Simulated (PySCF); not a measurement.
Bonding in `CC(C)[C@H](CCS)[SiH2]O`

Species: C6H16OSSi.
Numbering: `[CH3:1][CH:2]([CH3:3])[C@H:4]([CH2:5][CH2:6][SH:7])[SiH2:8][OH:9]` (hydrogens: H10, H11, H12 on C1; H13 on C2; H14, H15, H16 on C3; H17 on C4; H18, H19 on C5; H20, H21 on C6; H22 on S7; H23, H24 on Si8; H25 on O9)

Geometry (GFN2-xTB, Å), atoms numbered from 1 in this order:
```
atom  x, y, z in Å
C1    -2.0025    0.0594    1.1236
C2    -1.3493   -0.4585   -0.1563
C3    -1.3387   -1.9889   -0.1574
C4     0.0512    0.1382   -0.3974
C5     1.0517   -0.2156    0.7079
C6     2.4930    0.0449    0.3005
S7     3.0180   -0.9469   -1.1417
Si8    0.0047    2.0274   -0.7322
O9     0.2440    2.8920    0.6267
H10   -1.4042   -0.1903    1.9969
H11   -2.9845   -0.3924    1.2501
H12   -2.1327    1.1390    1.0815
H13   -1.9730   -0.1418   -1.0008
H14   -0.8157   -2.3675   -1.0330
H15   -2.3579   -2.3691   -0.1792
H16   -0.8572   -2.3862    0.7335
H17    0.4185   -0.3376   -1.3136
H18    0.9577   -1.2701    0.9810
H19    0.8567    0.3776    1.6052
H20    3.1800   -0.1831    1.1169
H21    2.6351    1.0802   -0.0037
H22    2.7695   -2.1327   -0.5854
H23   -1.2836    2.3579   -1.3465
H24    1.1260    2.4865   -1.5389
H25   -0.3176    2.8016    1.3920
```

Bond orders from the PBE0/pcSseg-1 density (PySCF). Geometry: GFN2-xTB, one conformer, isolated molecule.

Q: How far do the computed orders between heavy atoms stray from the drawn ones?

A: The largest departure is 0.152, at C4–Si8 (drawn single, 0.848). Drawn single, order below 0.88: C4–Si8 (0.848).

Q: Set the Mayer orders of the bonds between heavy atoms beside their lengths.

A: 
```
  bond  drawn as  length (Å)  Mayer order
 C1–C2    single       1.527        1.016
 C2–C3    single       1.530        1.038
 C2–C4    single       1.541        1.034
 C4–C5    single       1.532        0.982
 C5–C6    single       1.520        1.036
 C6–S7    single       1.827        1.024
C4–Si8    single       1.919        0.848
Si8–O9    single       1.628        0.991
```

Bonds between the same two heavy elements. C–C: lowest C4–C5 (0.982, 1.532 Å), highest C2–C3 and C5–C6 (1.038, 1.530 Å); in 1 of the 10 pairs the longer bond (by over 0.003 Å) has the higher order (by 0.02 or more). Bonds named together lie within 0.004.

Q: And the bonds to hydrogen?

A: C–H: 0.92 to 0.97 (12 bonds); H–S: 0.93 (1 bond); H–Si: 0.92 to 0.94 (2 bonds); H–O: 0.93 (1 bond).

Q: Sum the orders of all bonds at each heavy atom with more than one neighbour and set the sums beside the valence in the SMILES.

A: C1 3.904 (drawn 4), C2 4.031 (drawn 4), C3 3.927 (drawn 4), C4 3.782 (drawn 4), C5 3.894 (drawn 4), C6 3.937 (drawn 4), S7 1.956 (drawn 2), Si8 3.695 (drawn 4), O9 1.925 (drawn 2). Orders between atoms that aren't bonded are not in these sums.

For a closed shell the Mayer order of atoms A and B is Σ (PS)μν (PS)νμ over the basis functions μ on A and ν on B, with P the density and S the overlap matrix.
